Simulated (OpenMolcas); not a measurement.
**Si+: effect of the IPEA shift**

| Item | Value |
| --- | --- |
| Program | OpenMolcas |
| Basis | ANO-R3 [6s5p4d2f1g] |
| Scalar Hamiltonian | X2C, finite nucleus |
| Active space | 1 electron in 9 orbitals (RAS2 3p; RAS3 3d 4s, at most 1 electron) |
| State averaging | 2S+1 = 2 odd, 3 roots; 2S+1 = 2 even, 6 roots |
| Spin-orbit coupling | state interaction with AMFI integrals over the reference wave functions, term energies averaged over their components |

Methods on the same reference wave functions:
A. RASSCF
B. SS-RASPT2, IPEA 0 Eh, imaginary shift 0.1 Eh (closed shells correlated: 2s 2p 3s)
C. SS-RASPT2, IPEA 0.25 Eh, imaginary shift 0.1 Eh (closed shells correlated: 2s 2p 3s)

Energies in cm-1 above 3s2 3p 2P* 1/2, the measured ground level; measured values from NIST Handbook of Basic Atomic Spectroscopic Data.

| Level | A | B | C | Measured |
| --- | --- | --- | --- | --- |
| 3s2 3p 2P* 1/2 | 0.0 | 0.0 | 0.0 | 0.0 |
| 3s2 3p 2P* 3/2 | 253 | 253 | 253 | 287 |
| 3s2 4s 2S 1/2 | 77416 | 77640 | 77220 | 65500 |
| 3s2 3d 2D 3/2 | 80665 | 76830 | 76850 | 79338 |
| 3s2 3d 2D 5/2 | 80668 | 76840 | 76850 | 79355 |

Deviations, from unrounded energies. A percentage is the sum of absolute deviations over the sum of measured energies, with the sign that they share, or ± where signs differ.

| Against measurement | Levels | A | B | C |
| --- | --- | --- | --- | --- |
| mean absolute deviation (cm-1) | 4 | 3600 | 4300 | 4200 |
| fine structure of the ground term (%) | 1 | -11.8 | -11.8 | -11.8 |
| other configurations (%) | 3 | +6.5 | ±7.7 | ±7.5 |

A lies closest to measurement on these levels and B furthest from it. The largest miss of A in the table is 3s2 4s 2S 1/2, by +12000 cm-1. The ranking rests on the paired levels alone, and a cruder setting can come out closer through cancelling errors.

Between B and C the level of the table that moves most is 3s2 4s 2S 1/2, by 410 cm-1 (lowest in C, highest in B). Moves below CASPT2's spread within the term are not significant.

The mean deviations of B to C differ by less than CASPT2's widest spread within a term (710 cm-1), so their order carries little weight.

The lowest spin-free term lies below A's lowest term by 0.329 hartree in B, 0.325 hartree in C.

CASPT2 does not keep the components of a term degenerate, so their means are used; among the terms shown or strongly mixed into the levels shown the widest spread is 710 cm-1 (3s2 3d 2D, C). ANO sets are built for valence states and can reach diffuse excited orbitals poorly, and with the s shell closed the s pⁿ⁺¹ terms that mix with these levels are absent. With one active electron the reference holds no correlation, so core polarisation is missing (holds for A). With one active electron, CASPT2 adds the correlation within the correlated inactive shells and between them and that electron, and leaves the splitting within a term as the reference gives it (holds for B; C). The CASPT2 spread within a term exceeds the gap to the next term for 3s2 3d 2D and 3s2 4s 2S, so the order of their levels is uncertain (holds for C). Computed and measured levels are paired by configuration, term and J; levels that our copy of the source lacks, or whose pairing is in doubt (as where it misses far off the trend of its configuration), stay unpaired and out of the deviations. Levels of configurations outside the active space are missing.

* marks odd parity.
